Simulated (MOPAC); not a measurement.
MOPAC input (AM1):

```
AM1 FORCE THERMO(298,298) PRECISE LET UHF MS=0.5 GEO-OK AUX(PRECISION=9) THREADS=1
C2H2BCl2

C    -2.49016955 1   -0.23092368 1   -0.32810662 1
C    -1.52464563 1    0.10316801 1    0.47073865 1
B    -0.02806923 1    0.04640425 1    0.13086299 1
Cl    1.11862571 1    0.52786914 1    1.31213762 1
Cl    0.52998504 1   -0.48659935 1   -1.40143020 1
H    -3.05047557 1   -0.56173865 1   -1.16769873 1
H    -1.71971163 1    0.46670272 1    1.49301357 1
```

From the output:

```
     H    7   5.485181

          HEAT OF FORMATION =      -3.974533 KCALS/MOLE

          ZERO POINT ENERGY      22.305 KCAL/MOL

           NORMAL COORDINATE ANALYSIS (Total motion = 1 Angstrom)

   Root No.       1         2         3         4         5         6         7         8

                 1 A"      1 A'      2 A'      3 A'      2 A"      4 A'      5 A'      3 A"

                  24.0     177.2     280.2     375.4     432.3     459.4     564.6     780.8

           1    0.0000   -0.0133   -0.1242    0.0663    0.0000   -0.0938   -0.0025    0.0000
           2   -0.0000    0.1916   -0.0362   -0.0120   -0.0000   -0.1488   -0.0769   -0.0000
           3   -0.0969   -0.0000   -0.0000    0.0000   -0.0545   -0.0000    0.0000   -0.0965
           4   -0.0000   -0.0084   -0.1195    0.0727   -0.0000   -0.0737    0.0016   -0.0000
           5    0.0000   -0.0033   -0.0813   -0.0772    0.0000    0.0181    0.1927    0.0000
           6    0.1198    0.0000   -0.0000    0.0000    0.0070   -0.0000   -0.0000    0.1136
           7   -0.0000    0.0514   -0.0534   -0.0231   -0.0000   -0.0088    0.0478    0.0000
           8    0.0000   -0.0454   -0.1235   -0.0112    0.0000   -0.0101    0.1210   -0.0000
           9    0.0353    0.0000   -0.0000   -0.0000    0.3034   -0.0000    0.0000   -0.0680
          10    0.0000    0.0486   -0.0258   -0.0682    0.0000    0.0822   -0.0465   -0.0000
          11   -0.0000    0.0246    0.1400    0.0018   -0.0000   -0.0071    0.0037    0.0000
          12   -0.0318    0.0000   -0.0000   -0.0000   -0.0326    0.0000   -0.0000    0.0041
          13   -0.0000   -0.0555    0.1324    0.0194    0.0000   -0.0243    0.0280   -0.0000
          14    0.0000   -0.0854   -0.0597    0.0177   -0.0000    0.0380   -0.0921    0.0000
          15    0.0118   -0.0000    0.0000   -0.0000   -0.0333   -0.0000    0.0000    0.0040
          16    0.0000    0.0586   -0.1133    0.2248   -0.0000    0.0934    0.0707   -0.0000
          17   -0.0000    0.4438    0.0042    0.5588    0.0000    0.5461    0.1994    0.0000
          18   -0.3257   -0.0000   -0.0000    0.0000    0.0997   -0.0000    0.0000    0.4781
          19   -0.0000   -0.1112   -0.1588    0.0840    0.0000   -0.0390    0.0804    0.0000
          20    0.0000   -0.0599   -0.1053   -0.0614   -0.0000    0.0362    0.2322   -0.0000
          21    0.3788   -0.0000   -0.0000    0.0000   -0.4694   -0.0000    0.0000   -0.2357

   Root No.       9        10        11        12        13        14        15

                 6 A'      4 A"      7 A'      8 A'      9 A'     10 A'     11 A'

                 828.2     868.9    1132.6    1355.9    1802.6    3128.9    3391.9

           1   -0.0163    0.0000   -0.0219   -0.1321   -0.2264   -0.0012   -0.0825
           2   -0.0507   -0.0000    0.0267    0.0039    0.0032   -0.0022    0.0192
           3    0.0000   -0.0321   -0.0000   -0.0000   -0.0000   -0.0000   -0.0000
           4   -0.0105    0.0000   -0.0348   -0.0175    0.2832    0.0413    0.0095
           5    0.0716   -0.0000   -0.0151   -0.2048    0.0497   -0.0600    0.0019
           6   -0.0000   -0.0664   -0.0000    0.0000    0.0000    0.0000    0.0000
           7    0.3644   -0.0000    0.0209    0.1919   -0.0416    0.0006   -0.0000
           8   -0.2066    0.0000   -0.0726    0.2597   -0.0549   -0.0020   -0.0006
           9    0.0000    0.0458    0.0000    0.0000   -0.0000   -0.0000   -0.0000
          10   -0.0687    0.0000   -0.0028   -0.0110   -0.0007   -0.0000    0.0000
          11    0.0095   -0.0000    0.0007   -0.0006   -0.0009   -0.0001    0.0000
          12   -0.0000   -0.0026    0.0000   -0.0000   -0.0000   -0.0000   -0.0000
          13   -0.0251    0.0000   -0.0029    0.0028   -0.0000   -0.0000   -0.0000
          14    0.0505   -0.0000    0.0048   -0.0086    0.0013    0.0002    0.0001
          15   -0.0000   -0.0022    0.0000   -0.0000    0.0000    0.0000    0.0000
          16   -0.0123   -0.0000   -0.0299   -0.1446   -0.2941    0.0084    0.8578
          17   -0.0263    0.0000    0.0045    0.0039    0.0260   -0.0074   -0.2379
          18    0.0000    0.4031   -0.0000   -0.0000   -0.0000    0.0000    0.0000
          19   -0.2776   -0.0000    0.6819    0.1587    0.0874   -0.4912    0.0108
          20   -0.1157    0.0000    0.4433   -0.0731   -0.0812    0.7674   -0.0101
          21   -0.0000    0.4478    0.0000    0.0000    0.0000   -0.0000    0.0000

           MASS-WEIGHTED COORDINATE ANALYSIS (NORMAL COORDINATES)

   Root No.       1         2         3         4         5         6         7         8

                 1 A"      1 A'      2 A'      3 A'      2 A"      4 A'      5 A'      3 A"

                  24.0     177.2     280.2     375.4     432.3     459.4     564.6     780.8

           1    0.0000   -0.0423   -0.2926    0.2633    0.0000   -0.3146   -0.0080    0.0000
           2   -0.0000    0.6097   -0.0852   -0.0475   -0.0000   -0.4989   -0.2421   -0.0000
           3   -0.4370   -0.0000   -0.0000    0.0000   -0.1633   -0.0000    0.0000   -0.4301
           4   -0.0000   -0.0268   -0.2815    0.2883   -0.0000   -0.2470    0.0050   -0.0000
           5    0.0000   -0.0105   -0.1916   -0.3064    0.0000    0.0607    0.6066    0.0000
           6    0.5401    0.0000   -0.0000    0.0000    0.0210   -0.0000   -0.0000    0.5065
           7   -0.0000    0.1552   -0.1194   -0.0869   -0.0000   -0.0279    0.1428    0.0000
           8    0.0000   -0.1372   -0.2761   -0.0421    0.0000   -0.0322    0.3615   -0.0000
           9    0.1508    0.0000   -0.0000   -0.0000    0.8616   -0.0000    0.0000   -0.2876
          10    0.0000    0.2660   -0.1045   -0.4650    0.0000    0.4736   -0.2517   -0.0000
          11   -0.0000    0.1343    0.5668    0.0120   -0.0000   -0.0411    0.0201    0.0000
          12   -0.2461    0.0000   -0.0000   -0.0000   -0.1675    0.0000   -0.0000    0.0311
          13   -0.0000   -0.3033    0.5359    0.1321    0.0000   -0.1402    0.1513   -0.0000
          14    0.0000   -0.4670   -0.2416    0.1208   -0.0000    0.2186   -0.4982    0.0000
          15    0.0911   -0.0000    0.0000   -0.0000   -0.1714   -0.0000    0.0000    0.0305
          16    0.0000    0.0540   -0.0774    0.2584   -0.0000    0.0907    0.0645   -0.0000
          17   -0.0000    0.4092    0.0029    0.6424    0.0000    0.5304    0.1818    0.0000
          18   -0.4253   -0.0000   -0.0000    0.0000    0.0865   -0.0000    0.0000    0.6174
          19   -0.0000   -0.1025   -0.1084    0.0965    0.0000   -0.0379    0.0733    0.0000
          20    0.0000   -0.0553   -0.0719   -0.0706   -0.0000    0.0351    0.2117   -0.0000
          21    0.4948   -0.0000   -0.0000    0.0000   -0.4071   -0.0000    0.0000   -0.3044

   Root No.       9        10        11        12        13        14        15

                 6 A'      4 A"      7 A'      8 A'      9 A'     10 A'     11 A'

                 828.2     868.9    1132.6    1355.9    1802.6    3128.9    3391.9

           1   -0.0368    0.0000   -0.0869   -0.3319   -0.5910   -0.0044   -0.3036
           2   -0.1142   -0.0000    0.1059    0.0099    0.0082   -0.0080    0.0706
           3    0.0000   -0.1648   -0.0000   -0.0000   -0.0000   -0.0000   -0.0000
           4   -0.0235    0.0000   -0.1380   -0.0439    0.7393    0.1508    0.0350
           5    0.1612   -0.0000   -0.0600   -0.5145    0.1298   -0.2192    0.0068
           6   -0.0000   -0.3414   -0.0000    0.0000    0.0000    0.0000    0.0000
           7    0.7785   -0.0000    0.0787    0.4572   -0.1031    0.0021   -0.0001
           8   -0.4413    0.0000   -0.2735    0.6189   -0.1360   -0.0070   -0.0020
           9    0.0000    0.2236    0.0000    0.0000   -0.0000   -0.0000   -0.0000
          10   -0.2657    0.0000   -0.0193   -0.0474   -0.0029   -0.0002    0.0003
          11    0.0366   -0.0000    0.0045   -0.0026   -0.0042   -0.0004    0.0001
          12   -0.0000   -0.0233    0.0000   -0.0000   -0.0000   -0.0000   -0.0000
          13   -0.0972    0.0000   -0.0196    0.0119   -0.0001   -0.0000   -0.0001
          14    0.1953   -0.0000    0.0330   -0.0370    0.0060    0.0010    0.0006
          15   -0.0000   -0.0191    0.0000   -0.0000    0.0000    0.0000    0.0000
          16   -0.0080   -0.0000   -0.0343   -0.1052   -0.2224    0.0089    0.9148
          17   -0.0171    0.0000    0.0052    0.0028    0.0197   -0.0078   -0.2538
          18    0.0000    0.6004   -0.0000   -0.0000   -0.0000    0.0000    0.0000
          19   -0.1811   -0.0000    0.7840    0.1155    0.0661   -0.5196    0.0115
          20   -0.0755    0.0000    0.5097   -0.0532   -0.0614    0.8118   -0.0107
          21   -0.0000    0.6670    0.0000    0.0000    0.0000   -0.0000    0.0000

          DESCRIPTION OF VIBRATIONS

 VIBRATION          1    1A"         ATOM PAIR     ENERGY CONTRIBUTION    RADIAL
 FREQUENCY            24.01         C 1 -- C 2         +52.6% (999.0%)      0.0%
 TRANSITION DIPOLE   0.0849         C 2 -- B 3         +19.9% (960.8%)      0.0%
 TRAVEL (Ang.)       0.0000         C 2 -- H 7         +12.0% (746.5%)      0.0%
 REDUCED MASS        1.6914         C 1 -- H 6         +10.9% (710.1%)      0.0%
 EFFECTIVE MASS   1261.5112
 FORCE CONSTANT      0.0006

 VIBRATION          2    1A'         ATOM PAIR     ENERGY CONTRIBUTION    RADIAL
 FREQUENCY           177.23         C 1 -- C 2         +33.0% (155.7%)      0.1%
 TRANSITION DIPOLE   0.2939         C 1 -- H 6         +14.2% (102.3%)     44.7%
 TRAVEL (Ang.)       0.2651         Cl4 -- Cl5         +12.5% ( 95.7%)      1.4%
 REDUCED MASS        5.4125         C 2 -- B 3         +12.0% ( 94.0%)      0.0%
 EFFECTIVE MASS     36.0216         B 3 -- Cl5         +11.4% ( 91.4%)      5.0%
 FORCE CONSTANT      0.1002

 VIBRATION          3    2A'         ATOM PAIR     ENERGY CONTRIBUTION    RADIAL
 FREQUENCY           280.18         C 2 -- H 7         +21.3% (166.1%)      0.3%
 TRANSITION DIPOLE   0.7190         C 2 -- B 3         +17.1% (148.8%)      1.9%
 TRAVEL (Ang.)       0.1683         C 1 -- C 2         +16.9% (147.6%)      1.1%
 REDUCED MASS        8.5001         C 1 -- H 6         +14.2% (135.7%)     61.1%
 EFFECTIVE MASS     34.7115         B 3 -- Cl4         +12.4% (126.8%)      0.8%
 FORCE CONSTANT      0.3931         B 3 -- Cl5         +11.4% (121.4%)     11.5%

 VIBRATION          4    3A'         ATOM PAIR     ENERGY CONTRIBUTION    RADIAL
 FREQUENCY           375.41         C 2 -- B 3         +28.1% (140.0%)      0.0%
```
